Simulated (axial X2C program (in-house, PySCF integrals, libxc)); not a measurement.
# Low determinants of ZrIn at the PBE0 level, with spin–orbit coupling

Calculated with an in-house all-electron X2C program for linear molecules (integrals from PySCF). Two-component (2c) means X2C with spin–orbit coupling and atomic mean-field two-electron Coulomb and Gaunt terms. Basis: In dyall-cv3z [11s12p9d4f1g], Zr dyall-cv3z [11s12p9d6f3g] (cores contracted in-house); Gaussian nuclei, density fitting, unrestricted open shells. Masses: In 114.904 u, Zr 89.905 u.

Search at 2.796 Å (vertical energies from the lowest determinant):

| ΔE (eV) | state | electrons beyond evenly filled partner blocks | electrons in ±ω = 1/2, 3/2, 5/2, 7/2 |
| --- | --- | --- | --- |
| 0.00 | Ω = 1/2 | ω = 1/2 | 57 26 6 0 |
| 0.07 | Ω = 9/2 | ω = 1/2, ω = 3/2, ω = 5/2 | 57 25 7 0 |
| 0.24 | Ω = 3/2 | ω = 3/2 | 58 25 6 0 |
| 0.27 | Ω = 7/2 | ω = -1/2, ω = 3/2, ω = 5/2 | 57 25 7 0 |
| 0.50 | Ω = 1/2 | 2 × ω = -1/2, ω = 3/2 | 58 25 6 0 |
| 0.60 | Ω = 3/2 | ω = 1/2, ω = -3/2, ω = 5/2 | 57 25 7 0 |
| 0.60 | Ω = 5/2 | ω = 5/2 | 58 24 7 0 |

Lowest determinant, Ω = 1/2 (⟨Sz⟩ = 2.49, ⟨Lz⟩ = -1.99 at PBE0): Re = 2.787 Å, ωe = 182.1 cm⁻¹.

The determinant in row 2 of the search, Ω = 9/2 (⟨Sz⟩ = 2.49, ⟨Lz⟩ = 2.01 at PBE0), was followed along the bond at PBE0; measured from the minimum of the lowest determinant it gives:

Te = 0.074 eV (595 cm⁻¹), Re = 2.788 Å, ωe = 181.4 cm⁻¹.

Problem. Compare the bond of the determinant in row 2 with that of the lowest one.

Solution. At PBE0 its Re is 0.001 Å longer and its force constant, which goes as ωe², is 0.99 times that of the lowest determinant. T0 ≈ Te + Δωe/2 = 595 + (0) = 595 cm⁻¹.

The search compares states at one distance, so a state with another bond length can lie lower; it is not exhaustive and yields mostly the lowest determinant of each block pattern, so other components and higher states of one pattern are missing. These are energies of single determinants, not of spin-adapted states; PBE0 term energies can be off by some tenths of an eV, and the functional has no current term. The lowest determinant need not be the ground state where others lie within half an eV.
